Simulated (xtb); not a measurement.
C2H9InN (SMILES [CH3][In+]([CH3])<-[NH3]), charge +1, singlet, from a rough starting geometry (GFN-xTB shapes and energies of metal compounds can be far from the true ones); GFN2-xTB (xtb).

Input for xtb:
```
$ xtb mol.xyz --gfn 2 --chrg 1 --opt vtight --json

# file mol.xyz
13

In    -0.01676525     0.60301787     0.19110849
C      1.77765545     1.19658734    -1.17397100
H      2.61726935     0.55843161    -0.99173934
H      2.11793409     2.22381752    -0.92008815
H      1.39686340     1.10993733    -2.22499743
C     -1.63733448     0.64981801     1.62626921
H     -2.21674649    -0.32595265     1.46892134
H     -2.27000157     1.47201794     1.46027247
H     -1.22748567     0.66842644     2.57217191
N     -0.12114733    -1.77951304    -0.45550796
H     -0.75698641    -1.93280976    -1.28160940
H     -0.44084225    -2.37073572     0.34790157
H      0.83821487    -2.18563710    -0.72603893
```

What does xtb print? Leave out banner, timings and long lists.


```
   ID    Z sym.   atoms
    1   49 In     1
    2    6 C      2, 6
    3    1 H      3-5, 7-9, 11-13
    4    7 N      10

           -------------------------------------------------
          |                Calculation Setup                |
           -------------------------------------------------

           -------------------------------------------------
          |                 G F N 2 - x T B                 |
           -------------------------------------------------

          ...................................................
          :                      SETUP                      :
          :.................................................:
          :  # basis functions                  31          :
          :  # atomic orbitals                  30          :
          :  # shells                           18          :
          :  # electrons                        24          :
          :  max. iterations                   250          :
          :  Hamiltonian                  GFN2-xTB          :
          :  restarted?                      false          :
          :  GBSA solvation                  false          :
          :  PC potential                    false          :
          :  electronic temp.          300.0000000     K    :
          :  accuracy                    1.0000000          :
          :  -> integral cutoff          0.2500000E+02      :
          :  -> integral neglect         0.1000000E-07      :
          :  -> SCF convergence          0.1000000E-05 Eh   :
          :  -> wf. convergence          0.1000000E-03 e    :
          :  Broyden damping             0.4000000          :
          :  net charge                          1          :
          :  unpaired electrons                  0          :
          ...................................................

 iter      E             dE          RMSdq      gap      omega  full diag
   1    -12.6210417 -0.126210E+02  0.155E+01    2.68       0.0  T
   2    -12.7028557 -0.818139E-01  0.863E+00    2.93       1.0  T
   3    -12.6865675  0.162881E-01  0.506E+00    2.99       1.0  T
   4    -12.4552069  0.231361E+00  0.507E+00    3.56       1.0  T
   5    -12.7076489 -0.252442E+00  0.697E-01    2.99       1.0  T
   6    -12.7080160 -0.367094E-03  0.580E-01    2.99       1.0  T
   7    -12.7080145  0.149965E-05  0.276E-01    2.99       1.0  T
   8    -12.7080233 -0.881733E-05  0.106E-01    2.98       1.0  T
   9    -12.7080736 -0.503098E-04  0.168E-02    2.98       1.6  T
  10    -12.7080748 -0.118529E-05  0.531E-03    2.98       5.2  T
  11    -12.7080748 -0.393795E-07  0.290E-03    2.98       9.6  T
  12    -12.7080748 -0.215543E-08  0.289E-04    2.98      96.0  T
  13    -12.7080748 -0.430289E-09  0.440E-05    2.98     629.9  T

   *** convergence criteria satisfied after 13 iterations ***

         :::::::::::::::::::::::::::::::::::::::::::::::::::::
         ::                     SUMMARY                     ::
         :::::::::::::::::::::::::::::::::::::::::::::::::::::
         :: total energy             -12.555100210960 Eh    ::
         :: gradient norm              0.108609296074 Eh/a0 ::
         :: HOMO-LUMO gap              2.976373390078 eV    ::
         ::.................................................::
         :: SCC energy               -12.708052868336 Eh    ::
         :: -> isotropic ES            0.090804653799 Eh    ::
         :: -> anisotropic ES         -0.016427326217 Eh    ::
         :: -> anisotropic XC          0.009320420846 Eh    ::
         :: -> dispersion             -0.004747500395 Eh    ::
         :: repulsion energy           0.152952657375 Eh    ::
         :: add. restraining           0.000000000000 Eh    ::
         :: total charge               1.000000000000 e     ::
         :::::::::::::::::::::::::::::::::::::::::::::::::::::

      -----------------------------------------------------------
     |                   =====================                   |
[...]
 * total energy  :   -12.5682621 Eh     change       -0.3438362E-06 Eh
 * total energy  :   -12.5682623 Eh     change       -0.1663914E-06 Eh
 * total energy  :   -12.5682624 Eh     change       -0.1139750E-06 Eh
 * total energy  :   -12.5682625 Eh     change       -0.1225493E-06 Eh
 * total energy  :   -12.5682627 Eh     change       -0.1644314E-06 Eh
 * total energy  :   -12.5682629 Eh     change       -0.2067284E-06 Eh
 * total energy  :   -12.5682632 Eh     change       -0.2652173E-06 Eh
 * total energy  :   -12.5682635 Eh     change       -0.3023852E-06 Eh
 * total energy  :   -12.5682638 Eh     change       -0.2715714E-06 Eh
 * total energy  :   -12.5682639 Eh     change       -0.1790513E-06 Eh
 * total energy  :   -12.5682640 Eh     change       -0.1115385E-06 Eh
 * total energy  :   -12.5682641 Eh     change       -0.6826106E-07 Eh
   *** GEOMETRY OPTIMIZATION CONVERGED AFTER 59 ITERATIONS ***
         :: total energy             -12.568264113015 Eh    ::
[...]
        16                         -0.1822087              -4.9582
        17                         -0.1755657              -4.7774
        18                         -0.1371019              -3.7307
        19                         -0.1174229              -3.1952
        20                         -0.0331236              -0.9013
        21                         -0.0172299              -0.4688
        22                          0.0099616               0.2711
        23                          0.0352499               0.9592
       ...                                ...                  ...
        30                          0.9013242              24.5263
      -------------------------------------------------------------
                  HL-Gap            0.1078056 Eh            2.9335 eV
             Fermi-level           -0.4957573 Eh          -13.4902 eV

     #   Z          covCN         q      C6AA      α(0)
     1  49 In       2.278     0.298   305.558    35.693
     2   6 C        3.611    -0.161    24.211     7.104
     3   1 H        0.925     0.123     1.587     1.970
     4   1 H        0.925     0.122     1.595     1.975
     5   1 H        0.925     0.124     1.579     1.965
     6   6 C        3.611    -0.161    24.209     7.104
     7   1 H        0.925     0.124     1.578     1.964
     8   1 H        0.925     0.122     1.595     1.975
     9   1 H        0.925     0.123     1.587     1.970
    10   7 N        3.179    -0.360    29.267     8.035
    11   1 H        0.860     0.212     1.047     1.603
    12   1 H        0.860     0.216     1.028     1.589
    13   1 H        0.860     0.217     1.025     1.586

 Mol. C6AA /au·bohr⁶  :       1847.157670
 Mol. C8AA /au·bohr⁸  :     105748.447563
 Mol. α(0) /au        :         74.533656

Wiberg/Mayer (AO) data.
largest (>0.10) Wiberg bond orders for each atom

 ---------------------------------------------------------------------------
     #   Z sym  total        # sym  WBO       # sym  WBO       # sym  WBO
 ---------------------------------------------------------------------------
     1  49 In   2.335 --     6 C    0.783     2 C    0.783    10 N    0.391
     2   6 C    3.982 --     4 H    0.927     3 H    0.923     5 H    0.922
                             1 In   0.783     6 C    0.376
     3   1 H    0.984 --     2 C    0.923
     4   1 H    0.985 --     2 C    0.927
     5   1 H    0.984 --     2 C    0.922
     6   6 C    3.982 --     8 H    0.927     9 H    0.923     7 H    0.922
                             1 In   0.783     2 C    0.376
     7   1 H    0.984 --     6 C    0.922
     8   1 H    0.985 --     6 C    0.927
     9   1 H    0.984 --     6 C    0.923
    10   7 N    3.280 --    11 H    0.937    12 H    0.935    13 H    0.935
                             1 In   0.391
    11   1 H    0.955 --    10 N    0.937
    12   1 H    0.953 --    10 N    0.935
    13   1 H    0.953 --    10 N    0.935
 ---------------------------------------------------------------------------

Topologies differ in total number of bonds
Writing topology from bond orders to xtbtopo.mol

molecular dipole:
                 x           y           z       tot (Debye)
 q only:        0.000      -0.293      -0.087
   full:       -0.010      -0.522      -0.150       1.380
molecular quadrupole (traceless):
                xx          xy          yy          xz          yz          zz
 q only:       -0.031       2.026       2.290      -7.313       1.642      -2.259
  q+dip:       -0.780       2.263       3.781      -7.784       2.337      -3.001
   full:       -2.269       1.197       5.128      -3.364       2.485      -2.859

optimized geometry written to: xtbopt.xyz

           -------------------------------------------------
          | TOTAL ENERGY              -12.568264113015 Eh   |
          | GRADIENT NORM               0.000030744538 Eh/α |
          | HOMO-LUMO GAP               2.933538900042 eV   |
           -------------------------------------------------
```
